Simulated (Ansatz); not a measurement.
Reaction (formal hydrolysis of a Ta–N bond): `[NH2][Ta](=[O])([F])[F]` + H₂O → `[O]=[Ta]([OH])([F])[F]` + NH₃

Program: Ansatz. Geometries: PBE0-D4/def2-TZVP. ΔE: electronic, gas phase. CCSD(T)/CBS adds triple-zeta CCSD(T) − MP2 to the extrapolated MP2 energy (def2 sets, frozen cores). This one scheme is used for every species. DFT in def2-TZVPP. B3LYP here is the variant with VWN-RPA as its local correlation; programs differ in this. HSE06 is defined as in plane-wave codes. def2 core potentials past Kr. For Ta outer-core shells are correlated without core-valence functions, which leaves a few kJ/mol of doubt a bond. Each species was taken in one conformer, which may not be the lowest.

`[NH2][Ta](=[O])([F])[F]`:

Cartesian coordinates in Å:
```
N -0.389 -0.630 0.952
Ta 0.239 0.395 -0.597
O -1.194 0.779 -1.452
F 1.112 1.970 -0.044
F 1.380 -0.651 -1.670
H -1.357 -0.847 1.141
H 0.209 -1.015 1.670
```

H₂O:

Cartesian coordinates in Å:
```
O -0.333 0.080 -0.184
H 0.166 -0.739 -0.211
H 0.167 0.658 0.395
```

`[O]=[Ta]([OH])([F])[F]`:

Cartesian coordinates in Å:
```
O 1.033 -0.219 -1.449
Ta -0.257 -0.164 -0.325
O 0.413 0.512 1.305
F -1.580 0.981 -1.004
F -0.902 -1.909 -0.083
H 1.293 0.798 1.555
```

NH₃:

```xyz
4

N     0.007    0.278   -0.043
H    -0.847   -0.135   -0.396
H     0.777   -0.194   -0.502
H     0.063    0.050    0.941
```

| level | ΔE (kcal/mol) | difference from CCSD(T)/CBS |
| --- | --- | --- |
| LDA (SPW92) | -10.0 | -0.6 |
| PBE-D4 | -10.4 | -1.0 |
| revPBE-D4 | -10.3 | -0.9 |
| BLYP-D4 | -10.9 | -1.5 |
| r2SCAN-D4 | -11.4 | -2.0 |
| B97M-V | -12.1 | -2.7 |
| B3LYP-D4 | -10.8 | -1.4 |
| r2SCANh-D4 | -11.1 | -1.7 |
| r2SCAN0-D4 | -10.8 | -1.4 |
| HSE06-D4 | -10.1 | -0.7 |
| BHLYP-D4 | -10.8 | -1.4 |
| CAM-B3LYP-D4 | -11.3 | -1.9 |
| ωB97X-V | -11.2 | -1.8 |
| ωB97M-V | -10.8 | -1.4 |
| B2PLYP | -11.0 | -1.6 |
| PBE-QIDH | -10.3 | -0.9 |
| PBE | -10.8 | -1.4 |
| revPBE | -11.0 | -1.6 |
| BLYP | -11.6 | -2.2 |
| r2SCAN | -11.5 | -2.1 |
| PBE0 | -10.5 | -1.1 |
| r2SCANh | -11.2 | -1.8 |
| r2SCAN0 | -10.9 | -1.5 |
| HSE06 | -10.4 | -1.0 |
| BHLYP | -11.3 | -1.9 |
| CAM-B3LYP | -11.6 | -2.2 |
| LC-ωPBE | -11.4 | -2.0 |
| RPA@PBE/def2-TZVPP | -9.9 | -0.5 |
| HF/def2-SVP | -11.8 | -2.4 |
| MP2/def2-SVP | -11.2 | -1.8 |
| CCSD(T)/def2-SVP | -11.1 | -1.7 |
| HF/def2-TZVPP | -12.1 | -2.7 |
| MP2/def2-TZVPP | -9.8 | -0.4 |
| CCSD/def2-TZVPP | -10.1 | -0.7 |
| CCSD(T)/def2-TZVPP | -10.0 | -0.6 |
| HF/def2-QZVPP | -12.0 | -2.6 |
| MP2/def2-QZVPP | -9.5 | -0.1 |
| SCS-MP2/def2-QZVPP | -10.0 | -0.6 |
| HF/CBS(def2) | -12.0 | -2.6 |
| CCSD/CBS(def2) | -9.6 | -0.2 |
| CCSD(T)/CBS | -9.4 | 0 |

Largest T1 diagnostic among the species: 0.020.

At CCSD(T), def2-SVP lies −1.7 kcal/mol from the extrapolated value and def2-TZVPP −0.6 kcal/mol. Leaving LDA and LC-ωPBE aside and taking each functional with its dispersion term where it has one, the values spread over 1.9 kcal/mol, from B97M-V to HSE06-D4. LDA lies +0.8 kcal/mol from PBE without D4. In def2-TZVPP, CCSD(T) changes the Hartree–Fock value by +2.1 kcal/mol (the triples alone add +0.1 kcal/mol) and MP2 by +2.2 kcal/mol.

CCSD(T)/CBS has its own doubt, a few kJ/mol and more with outer-core shells, so smaller differences from it don't rank the levels.
